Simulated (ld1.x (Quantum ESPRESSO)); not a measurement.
## gold: excitation energies, all-electron against TM

* Element: Au (Z = 79)
* Generator: ld1.x (Quantum ESPRESSO) 7.5
* Type: norm-conserving Troullier–Martins (Kleinman–Bylander form)
* Functional: PBE
* Relativity: scalar-relativistic
* Frozen core: [Kr] 4d10 4f14
* Valence charge: 19
* Reference configuration: 5s2 5p6 5d8 6s0 6p0 (charge +3)
* Partial waves: 5p (bound): rc 1.30 bohr; 5d (bound): rc 2.15 bohr; 5f channel at -0.05 Ry: rc 1.80 bohr; 5s (bound): rc 1.55 bohr
* Local potential: the s channel
* Core correction: none

Energies are relative to the spin-unpolarised reference configuration 5s2 5p6 5d8 6s0 6p0; without spin polarisation the order of configurations can differ from experiment.

```csv
valence configuration,charge,ΔE all-electron (eV),error AE − PS (meV)
5s2 5p6 5d10 6s0 6p0,+1,-55.085,+16
5s2 5p6 5d9 6s0 6p0,+2,-33.877,+9.6
5s2 5p6 5d7 6s0 6p0,+4,47.712,-9.3
5s2 5p6 5d10 6s0 6p1,0,-59.246,+67
5s2 5p6 5d9 6s1 6p0,+1,-52.370,+4292
5s2 5p5 5d10 6s1 6p0,+1,1.612,+4576
```

(1) What are ΔE and the potential's error for 5s2 5p6 5d10 6s1 6p0?

Answers

(1) ΔE = -64.494 eV all-electron; the error (AE − PS) is +3316 meV.

These tests converged, but a pseudo level misses the all-electron one widely, so the file describes the atom poorly there or has found another state: 5s2 5p6 5d10 6s1 6p0: 6s by 2.7 eV; 5s2 5p6 5d10 6s0 6p0: empty 6s by 3.9 eV; 5s2 5p6 5d9 6s0 6p0: empty 6s by 5.0 eV; 5s2 5p6 5d7 6s0 6p0: empty 6s by 7.7 eV; 5s2 5p6 5d10 6s0 6p1: empty 6s by 2.2 eV; 5s2 5p6 5d9 6s1 6p0: 6s by 3.6 eV; 5s2 5p5 5d10 6s1 6p0: 6s by 3.9 eV.
